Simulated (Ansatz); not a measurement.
Mulliken charges of Cl4H2O2W, SMILES `[OH][W]([OH])([Cl])([Cl])([Cl])[Cl]` from ωB97M-V/def2-TZVPP in Ansatz (PBE0-D4/def2-TZVP geometry).

| atom | x (Å) | y (Å) | z (Å) | charge (e) |
| --- | --- | --- | --- | --- |
| O1 | -1.701 | -0.576 | 0.311 | -0.234 |
| W2 | -0.041 | 0.220 | 0.200 | 0.832 |
| O3 | 1.695 | 0.607 | -0.283 | -0.234 |
| Cl4 | 0.289 | -1.529 | -1.392 | -0.293 |
| Cl5 | -0.828 | 1.660 | -1.428 | -0.184 |
| Cl6 | -0.357 | 1.890 | 1.721 | -0.137 |
| Cl7 | 0.724 | -1.106 | 1.932 | -0.184 |
| H8 | -2.061 | -1.338 | -0.151 | 0.216 |
| H9 | 2.281 | 0.174 | -0.911 | 0.216 |

By hand: the dipole of these point charges (1 e Å = 4.8032 D).

Σ q r = (-0.002, 0.011, 0.010) e Å, of length 0.015 e Å = 0.07 D.

How does the dipole of the full density compare? (An estimate is asked.)

Ansatz gave: (0.030, -0.158, -0.144) e Å, 1.04 D; the point charges give 0.07 times that, at 180° from its direction, so they point the opposite way.

Point charges leave out the atoms' own dipoles, such as those of lone pairs, and Mulliken's split depends on the basis, so the two needn't agree.
